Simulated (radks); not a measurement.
Results of a calculation; reference values are marked as such.
Question: Species: Sr. Configuration: [Kr] 5s2 (the NIST ground configuration). Level of theory: Dirac Kohn-Sham, LDA (Slater exchange, Perdew-Wang correlation), spin-unpolarised, spherical densities, point nucleus (a radial shooting solver on a logarithmic mesh with Libxc functionals). Some entries of the table are withheld. Estimate them.

| orbital | occ. | eigenvalue (eV) | <1/r> (bohr^-1) |
|---|---|---|---|
| 1s1/2 | 2 | -15906.47 | 38.95 |
| 2s1/2 | 2 | -2153.934 | 8.767 |
| 2p1/2 | 2 | -1961.811 | 8.746 |
| 2p3/2 | 4 | -1893.530 | 8.406 |
| 3s1/2 | 2 | -332.5350 | (1) |
| 3p1/2 | 2 | (2) | 2.824 |
| 3p3/2 | 4 | (3) | 2.741 |
| 3d3/2 | 4 | (4) | 2.520 |
| 3d5/2 | 6 | (5) | 2.499 |
| 4s1/2 | 2 | -40.9022 | 0.9969 |
| 4p1/2 | 2 | -23.6558 | 0.8656 |
| 4p3/2 | 4 | -22.4744 | 0.8434 |
| 5s1/2 | 2 | -3.6410 | 0.2985 |
| 4d3/2 | 0 | (6) | (7) |
| 4d5/2 | 0 | (8) | (9) |
| 5p1/2 | 0 | -1.3649 | (10) |
| 5p3/2 | 0 | -1.2971 | (11) |

Answer: 
(1) 3s1/2 <1/r> (bohr^-1): 2.930
(2) 3p1/2 eigenvalue (eV): -262.7444
(3) 3p3/2 eigenvalue (eV): -252.2536
(4) 3d3/2 eigenvalue (eV): -129.2512
(5) 3d5/2 eigenvalue (eV): -127.4190
(6) 4d3/2 eigenvalue (eV): -1.4320
(7) 4d3/2 <1/r> (bohr^-1): 0.4107
(8) 4d5/2 eigenvalue (eV): -1.3844
(9) 4d5/2 <1/r> (bohr^-1): 0.4051
(10) 5p1/2 <1/r> (bohr^-1): 0.2190
(11) 5p3/2 <1/r> (bohr^-1): 0.2145
